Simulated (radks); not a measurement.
Problem. Yb37+, 33 electrons, occupied as [Ar] 3d9.75 4s2 4p3 5p0.25 (fractional occupations, a model configuration). Calculated with a radial shooting solver on a logarithmic mesh with Libxc functionals: scalar-relativistic Kohn-Sham, LDA (Slater exchange, Perdew-Wang correlation), spin-polarised, spherical densities, finite nucleus; open shells are filled with parallel spins first (spin-orbit coupling, left out, can overturn this in heavy ions); Fermi nuclear charge, rms radius 5.3108 fm. Some entries of the table are withheld. Estimate them.

orbital  occ.  eigenvalue (hartree)  r(max) (bohr)  <r^2> (bohr^2)
1s up       1             -2308.583        0.01238       0.0005307
1s down     1             -2308.471        0.01238       0.0005307
2s up       1             -440.9297        0.07060        0.008199
2s down     1             -440.8261        0.07060        0.008198
2p up       3             -396.0622        0.05753        0.006695
2p down     3             -395.9403        0.05753        0.006694
3s up       1             -143.1192         0.1981         0.05217
3s down     1             -142.9730         0.1981         0.05212
3p up       3             -129.5565         0.1947         0.05218
3p down     3             -129.4001         0.1948         0.05211
3d up       5             -113.4850         0.1579         0.04273
3d down  4.75             -113.3313         0.1579         0.04266
4s up       1             -66.87708            (1)          0.2091
4s down     1             -66.40820            (2)          0.2091
4p up       3             -61.77516         0.4348          0.2207
4p down     0             -61.30745         0.4344          0.2209
5p up    0.25             -36.22416         0.7812          0.6382
5p down     0             -35.96478         0.7831          0.6427

Solution. 
(1) 4s up r(max) (bohr): 0.4244
(2) 4s down r(max) (bohr): 0.4239
